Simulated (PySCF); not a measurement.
Work out the structure from these simulated measurements.

Elements present: F and Si. Monoisotopic mass: 103.9705 u.

| Property | Result |
| --- | --- |
| XPS | Si2p3/2 112.0, F1s 694.5 (×4), Si1s 1852.5 eV [ΔSCF SCAN, pcX-2 on the ionised atom, pcseg-1 elsewhere, spin-free X2C, 2p3/2 from a spin–orbit splitting computed afterwards within the 2p shell] |
| NMR, other nuclei | isotropic shieldings of nuclei other than C and H, by class: 325 (4 F), 456 (1 Si) ppm [GIAO KT2/pcSseg-1] |
| UV, strongest line | among the 10 lowest singlet transitions: S6/S7/S8 at 12.28 eV (101 nm, f = 0.678 summed over these states) [TDDFT wB97X-D/def2-SVPD] |
| Dipole | 0.00 D [wB97X-D/def2-SVPD] |
| Triplet | lowest triplet excitation (Tamm–Dancoff): 10.86 eV [TDA wB97X-D/def2-SVPD] |
| Rotational structure | rotational constants A, B, C: 3.967, 3.965, 3.964 GHz [PBE0-D3(BJ)/def2-SVP] |
| UV, first state | lowest singlet excitation: 11.17 eV (111 nm, f = 0.000 summed over 3 states within 0.01 eV) [TDDFT wB97X-D/def2-SVPD] |

Electronic properties: PySCF, gas phase, density fitting. Levels stand in brackets. Geometry: PBE0-D3(BJ)/def2-SVP; no solvent, vibrations or thermal averaging. NMR classes are plain means over equivalent atoms (diastereotopic ones count apart unless rotation or inversion swaps them), as if these changed places fast.

Q: Which formula fits the mass and the elements?

A: SiF4 (calculated 103.9705). No other formula that holds each of these elements comes within 0.0003 u with a fitting electron parity and a possible valence count.

Q: Give a SMILES that accounts for the data.

A: The other shieldings belong to: 325 ppm, fluorine bonded to Si; 456 ppm, silicon bonded to 4 F. The core levels belong to: Si2p3/2 112.0 eV, silicon bonded to 4 F; F1s 694.5 eV, fluorine bonded to Si; Si1s 1852.5 eV, silicon bonded to 4 F. The vanishing dipole is forced by symmetry. The optimised geometry has point group Td and is a spherical top (the spread among constants that symmetry makes equal is optimisation noise). Structure: `F[Si](F)(F)F`. The assignments are read from this structure; whether some other isomer fits the data as well wasn't checked.
